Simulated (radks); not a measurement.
The numbers below are computed, except where a source is named.
Spherical quantum dot in the effective-mass picture: electrons in a well V = -V0 / (1 + exp((r - R)/a)) with V0 = 4.36, R = 5.92, a = 0.19, with a point charge +1 (a donor) at the centre, all in effective atomic units (hartree* = m*/eps^2 hartree, bohr* = eps/m* bohr), one dielectric constant everywhere. Level of theory: non-relativistic Kohn-Sham, r2SCAN, spin-polarised, spherical densities, generalised Kohn-Sham scheme (a radial shooting solver with Libxc functionals). Levels are named by radial order and angular momentum (1s, 1p, 1d, 2s, ...), and open shells are averaged over m. Results are scaled to m* = 0.04 and eps = 10.4, for which hartree* = 10.06 meV and bohr* = 13.76 nm. Each electron was tried in the lowest free levels, single moves between levels near the top were tried too, and the lowest total energy was kept; such a search can miss a lower state. The series stops at N = 18: beyond it a trial failed or the search could not be trusted, so later rows were left out. At N = 1 the Hartree and exchange-correlation terms need not cancel, so that row can carry a self-interaction error.

| N | open shells | 2S | E (meV) | addition energy mu(N+1) - mu(N) (meV) | rms radius (nm) |
|---|---|---|---|---|---|
| 1 | 1s(up 1, down 0) | 1 | -48.8999 | 5.071 | 23.62 |
| 2 | none | 0 | -92.7291 | 4.844 | 31.72 |
| 3 | 1p(up 1, down 0) | 1 | -131.714 | 1.868 | 41.09 |
| 4 | 1p(up 2, down 0) | 2 | -168.831 | 2.016 | 45.58 |
| 5 | 1p(up 3, down 0) | 3 | -203.932 | 2.869 | 48.38 |
| 6 | 1p(up 3, down 1) | 2 | -236.164 | 1.802 | 50.46 |
| 7 | 1p(up 3, down 2) | 1 | -266.593 | 1.921 | 52.07 |
| 8 | none | 0 | -295.101 | 2.930 | 53.36 |
| 9 | 2s(up 1, down 0) | 1 | -320.679 | 2.510 | 54.17 |
| 10 | 1d(up 1, down 0) 2s(up 1, down 0) | 2 | -343.746 | 1.900 | 55.26 |
| 11 | 1d(up 2, down 0) 2s(up 1, down 0) | 3 | -364.914 | 1.913 | 56.17 |
| 12 | 1d(up 3, down 0) 2s(up 1, down 0) | 4 | -384.169 | 1.918 | 56.96 |
| 13 | 1d(up 4, down 0) 2s(up 1, down 0) | 5 | -401.507 | 1.919 | 57.66 |
| 14 | 1d(up 5, down 0) 2s(up 1, down 0) | 6 | -416.925 | 2.613 | 58.28 |
| 15 | 1d(up 5, down 1) 2s(up 1, down 0) | 5 | -429.731 | 1.827 | 58.86 |
| 16 | 1d(up 5, down 2) 2s(up 1, down 0) | 4 | -440.710 | 1.853 | 59.39 |
| 17 | 1d(up 5, down 3) 2s(up 1, down 0) | 3 | -449.836 | 1.867 | 59.86 |
| 18 | 1d(up 5, down 4) 2s(up 1, down 0) | 2 | -457.094 | - | 60.29 |

All shells are closed at N = 2, 8 (there: 1s2 1p6); the second difference of the energy has clear peaks (12 % above both neighbours; the first and last values, which can be the largest, are not judged, and half-filled shells can peak too) at N = 5, 8, 14.
